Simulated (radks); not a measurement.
Problem. Radial electron density D(r) = 4 pi r^2 rho(r) of an atom or ion with 33 electrons. Calculated with a radial shooting solver on a logarithmic mesh with Libxc functionals: non-relativistic Kohn-Sham, exchange-only B88, spin-polarised, spherical densities, point nucleus.

r (bohr),D(r) (e/bohr),spin D(r)
0.005329,6.205,-0.000224
0.006105,7.739,-0.000271
0.00705,9.698,-0.000324
0.008077,11.90,-0.000373
0.009329,14.61,-0.000413
0.01069,17.54,-0.000425
0.01224,20.79,-0.000386
0.01414,24.49,-0.000247
0.0162,28.11,0.0000425
0.01871,31.85,0.000617
0.02144,35.06,0.00155
0.02476,37.82,0.00315
0.02836,39.54,0.00549
0.03249,40.21,0.00893
0.03753,39.69,0.0141
0.04299,38.21,0.0208
0.04965,36.03,0.0301
0.05689,34.04,0.0408
0.0657,32.84,0.0536
0.07527,33.22,0.0659
0.08624,35.35,0.0762
0.09959,39.18,0.0819
0.1141,43.28,0.0791
0.1318,46.55,0.0650
0.151,47.22,0.0416
0.1744,44.56,0.0111
0.1998,39.29,-0.0137
0.2289,32.90,-0.0228
0.2643,27.26,-0.00478
0.3028,24.73,0.0400
0.3497,25.43,0.104
0.4006,28.02,0.156
0.4627,30.40,0.172
0.5301,30.39,0.137
0.6073,27.53,0.0658
0.7014,22.15,-0.00609
0.8036,16.32,-0.0185
0.928,10.87,0.0732
1.063,7.157,0.272
1.228,4.826,0.577
1.407,3.731,0.897
1.612,3.202,1.18
1.861,2.820,1.35
2.133,2.412,1.36
2.463,1.890,1.20
2.822,1.372,0.961
3.259,0.8830,0.673
3.733,0.5263,0.428
4.277,0.2828,0.243
4.94,0.1298,0.117
5.659,0.05483,0.0512
6.536,0.01897,0.0182
7.488,0.005929,0.00579
8.648,0.001424,0.00141
9.908,0.0002994,0.000298

What is the nuclear charge?

Solution. Z = 33. The innermost maximum, from 1s, lies near 1/Z = 0.0303 bohr (found: 0.0330), and its height grows with Z. The density is that of neutral arsenic in [Ar] 3d10 4s2 4p3; the configuration itself is not fixed sharply by these data, and Z only to about a unit. D(r) has 3 maxima, at r = 0.0330, 0.145, 0.497 bohr, and minima at 0.0684, 0.315 bohr, inside which lie 2.09, 11.04 electrons.
